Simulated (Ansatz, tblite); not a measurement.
Species of one formula, C3H9B (singlet), each relaxed with PBE0-D4/def2-SVP in Ansatz.

The xTB rows come from tblite. Correlated methods freeze 4 core orbitals.

Other spin states weren't relaxed.

A: BMe3 (C₃H₉B)

Cartesian coordinates in Å:
```
B 0.000 0.011 -0.006
C -0.314 0.760 1.342
C -1.179 -0.511 -0.910
C 1.493 -0.236 -0.440
H -0.900 0.089 1.998
H -0.985 1.616 1.150
H 0.560 1.117 1.906
H -1.090 -1.607 -1.020
H -1.067 -0.117 -1.936
H -2.193 -0.280 -0.553
H 1.633 -0.755 -1.400
H 2.009 -0.814 0.348
H 2.033 0.727 -0.479
```

B: BH2(iPr) (C3H9B)

```xyz
13

B     0.783    0.506   -1.343
C    -0.120    0.202   -0.120
C     0.439    0.534    1.260
C    -0.911   -1.102   -0.143
H     0.548    0.004   -2.421
H     1.656    1.344   -1.270
H    -0.835    1.031   -0.398
H     0.953    1.507    1.271
H     1.172   -0.228    1.573
H    -0.351    0.556    2.029
H    -1.722   -1.105    0.604
H    -1.358   -1.293   -1.131
H    -0.255   -1.956    0.090
```

C: BH2(nPr) (C3H9B)

```xyz
13

B    -1.228   -0.662    1.562
C     0.091   -0.135    0.912
C    -0.184    0.053   -0.595
C     1.028    0.566   -1.359
H    -2.034    0.094    2.060
H    -1.511   -1.839    1.508
H     0.918   -0.857    1.023
H     0.419    0.829    1.334
H    -1.025    0.754   -0.738
H    -0.515   -0.904   -1.035
H     1.876   -0.132   -1.272
H     0.805    0.692   -2.430
H     1.361    1.541   -0.969
```

Question: Estimate which lies lowest at each level, and how far above it the others are (kJ/mol).

Answer: 
| level | A | B | C |
| --- | --- | --- | --- |
| GFN1-xTB | 0.0 | 188.7 | 181.8 |
| GFN2-xTB | 0.0 | 9.2 | 5.4 |
| HF/STO-3G | 0.0 | 113.5 | 98.3 |
| HF/def2-TZVP | 0.0 | 107.6 | 102.5 |
| PBE-D4/def2-SVP | 0.0 | 117.4 | 120.3 |
| PBE-D4/def2-TZVP | 0.0 | 120.0 | 122.0 |
| revPBE-D4/def2-TZVP | 0.0 | 116.2 | 117.7 |
| r2SCAN-D4/def2-TZVP | 0.0 | 124.0 | 125.0 |
| B97M-V/def2-TZVP | 0.0 | 127.7 | 129.3 |
| PBE0-D4/def2-SVP | 0.0 | 116.9 | 119.0 |
| PBE0-D4/def2-TZVP | 0.0 | 118.6 | 119.7 |
| ωB97M-V/def2-TZVP | 0.0 | 117.1 | 118.7 |
| RPA@PBE/def2-TZVP | 0.0 | 101.6 | 102.6 |
| MP2/def2-TZVP | 0.0 | 112.2 | 112.9 |
| CCSD/def2-TZVP | 0.0 | 110.7 | 110.4 |
| CCSD(T)/def2-TZVP | 0.0 | 110.4 | 110.9 |
Point groups (tolerance 0.1 Å): A not assigned, B Cs, C not assigned.
